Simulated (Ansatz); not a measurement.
Worked example: SiH2(SiH3)F + SbHF → SiH3(SiH2) + SbHF2

Species: SiH2(SiH3)F, singlet; SbHF `[F][SbH]`, doublet; SiH3(SiH2), doublet; SbHF2 `[F][SbH][F]`, singlet. A radical takes F: the energy is the difference in strength between the Si–F bond broken and the Sb–F bond made.

Shapes, held fixed at every level: PBE0-D4/def2-TZVP. Programs: Ansatz 0.2.0. The zero-point and thermal change to 298 K, harmonic and unscaled (PBE0-D4/def2-TZVP), is -3.5 kJ/mol.

At CCSD(T)/def2-TZVPP; 1 Eh = 2625.50 kJ/mol:

| species | energy (Eh) |
| --- | --- |
| SiH2(SiH3)F | -680.898264 |
| SbHF | -339.928960 |
| SiH3(SiH2) | -581.043482 |
| SbHF2 | -439.722739 |

Question: Work out ΔH(298 K) of the reaction at this level.

Answer: 
1. Products less reactants: (-581.043482) + (-439.722739) − [(-680.898264) + (-339.928960)] = 0.061003 Eh = +160.2 kJ/mol.
2. With the thermal change: +160.2 + (-3.5) = +156.7 kJ/mol.

Other levels give +137.1 (SPW92/def2-TZVPP) to +173.3 kJ/mol (HF/def2-SVP). No measured value is set beside it here. Open shells run unrestricted unless RO is named. For atoms past krypton def2 sets carry core potentials with scalar relativity. Correlated rows may include outer-core shells of Sb, which these sets cover unevenly.
